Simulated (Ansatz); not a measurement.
Reaction (redistribution): `BO[SiH](S)Cl` + `[SiH3][SiH2][GeH3]` → `B[SiH2][GeH3]` + `[SiH3]O[SiH](S)Cl`

Isolated molecules relaxed with PBE0-D4/def2-TZVP in Ansatz; ΔE leaves out vibrations. CCSD(T)/CBS is the MP2 limit (def2-TZVPP, def2-QZVPP) plus CCSD(T) − MP2 in def2-TZVPP, frozen cores. DFT in def2-TZVPP. B3LYP here is the variant with VWN-RPA as its local correlation; programs differ in this. For Ge outer-core shells are correlated without core-valence functions, which leaves a few kJ/mol of doubt a bond. Scalar relativity is left out up to krypton. Each species was taken in one conformer, which may not be the lowest.

`BO[SiH](S)Cl`:

Z-matrix (Å, degrees):
```
Si
O 1 1.635
Cl 1 2.046 2 111.7
S 1 2.115 2 104.9 3 -120.9
H 1 1.473 2 108.4 3 117.5
B 2 1.352 1 138.3 3 7.3
H 4 1.345 1 92.9 2 175.1
H 6 1.199 2 120.1 1 -2.0
H 6 1.197 2 117.3 1 178.2
```

`[SiH3][SiH2][GeH3]`:

Cartesian coordinates in Å:
```
Si -0.635 -1.733 0.687
Si -0.855 0.497 0.024
Ge 1.243 1.358 -0.697
H -1.935 -2.294 1.142
H 0.345 -1.830 1.803
H -0.135 -2.548 -0.453
H -1.358 1.316 1.162
H -1.838 0.598 -1.091
H 1.776 0.534 -1.882
H 2.270 1.278 0.445
H 1.122 2.825 -1.141
```

`B[SiH2][GeH3]`:

Cartesian coordinates in Å:
```
B -1.686 0.718 -0.516
Si -0.640 -0.418 0.730
Ge 1.580 -0.197 -0.156
H -1.801 1.893 -0.325
H -2.121 0.270 -1.536
H -0.975 -1.868 0.709
H -0.594 0.055 2.141
H 2.029 1.274 -0.147
H 1.645 -0.715 -1.602
H 2.564 -1.013 0.700
```

`[SiH3]O[SiH](S)Cl`:

Cartesian coordinates in Å:
```
Si 1.254 0.398 1.168
O -0.315 0.104 0.773
Si -1.308 -0.410 -0.395
S -1.258 0.805 -2.132
Cl -0.778 -2.334 -0.874
H 1.842 -0.813 1.789
H 1.278 1.525 2.129
H 2.024 0.755 -0.052
H -2.691 -0.392 0.109
H -0.048 0.361 -2.517
```

(1) Is it downhill or uphill in electronic energy at CCSD(T)/CBS, and by how much? (Best estimate.)

(2) What do these levels give: r2SCAN, B3LYP, SCS-MP2/def2-TZVPP, CCSD(T)/def2-TZVPP, MP2/def2-QZVPP, CCSD/CBS(def2)? (An estimate is asked.)

Largest T1 diagnostic among the species: 0.013.

Results:

(1) Computed: Uphill: ΔE = +12.0 kcal/mol.

(2) Ansatz gave: r2SCAN 13.0, B3LYP 13.0, SCS-MP2/def2-TZVPP 11.2, CCSD(T)/def2-TZVPP 12.4, MP2/def2-QZVPP 11.5, CCSD/CBS(def2) 11.4 kcal/mol.

In def2-TZVPP, CCSD(T) changes the Hartree–Fock value by +2.6 kcal/mol (the triples alone add +0.6 kcal/mol) and MP2 by +2.1 kcal/mol. From PBE to PBE0 (25 % exact exchange), in def2-TZVPP and without D4, ΔE moves by −0.9 kcal/mol.
